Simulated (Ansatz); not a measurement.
A nudged elastic band was laid between two geometries of CHBrI (4 atoms, charge -1, multiplicity 1).

Computed with Ansatz, RKS PBE-D4/def2-SVP.

| Property | Result |
| --- | --- |
| movable images | 7 |
| climbing image | yes |
| spring | 5.0 eV/Å² |
| optimiser | quadratic models (default) |
| start path | through a guess of the saddle point |
| force threshold | 0.03 eV/Å |
| iteration limit | 60 |
| end points | relaxed |

Initial state:

```xyz
4
Properties=species:S:1:pos:R:3
Br -1.824 0.110 -0.353
C 0.232 0.054 -0.649
I 1.156 -1.204 1.129
H 0.436 1.040 -0.126
```

Final state:

```xyz
4
Properties=species:S:1:pos:R:3
Br -1.777 -0.013 -0.551
C 0.015 0.633 0.280
I 1.191 -1.298 0.978
H 0.572 0.678 -0.707
```

Question: What changes between the two ends?

Answer: No bond is made or broken. The height of C2 over the plane of its neighbours goes from 0.81 to -0.81 Å. The two ends are copies of one structure, up to a mirror image or an exchange of like atoms.

Question: What energy profile does the band end with?

Answer: It converged. The highest image is number 4 of 0 to 8, 28.5 kcal/mol above the ends, which have the same energy within 2 meV. A vibrational analysis at the climbing image gives one clearly imaginary mode, 766i cm⁻¹: a first-order saddle point. Limits of this set-up: an anion without diffuse functions, the dipole of an ion depends on the origin.

```
image  path coordinate (Å)  energy (kcal/mol)  height of C2 over the plane of its neighbours (Å)
    0                 0.00                0.0                                               0.81
    1                 0.19                3.1                                               0.65
    2                 0.38               13.4                                               0.44
    3                 0.58               24.5                                               0.22
    4                 0.77               28.5                                               0.00
    5                 0.96               24.5                                              -0.22
    6                 1.15               13.4                                              -0.44
    7                 1.34                3.1                                              -0.65
    8                 1.54                0.0                                              -0.81
```

Question: What is the geometry of the highest image?

Answer: 
```xyz
4
Properties=species:S:1:pos:R:3:forces:R:3
Br -1.772 -0.037 -0.523 0.01 0.00 0.00
C 0.067 0.206 -0.073 -0.01 -0.01 0.00
I 1.126 -1.303 0.937 0.00 0.01 0.00
H 0.578 1.134 -0.340 0.00 0.00 0.00
```

Question: What are the harmonic wavenumbers there?

Answer: 766i, 143, 502, 667, 1032, 3212 cm⁻¹.

Run time: 36 s on 1 thread of AMD EPYC 9R45 96-Core Processor (Zen 5), with other jobs on the host, peak memory 0.2 GiB.
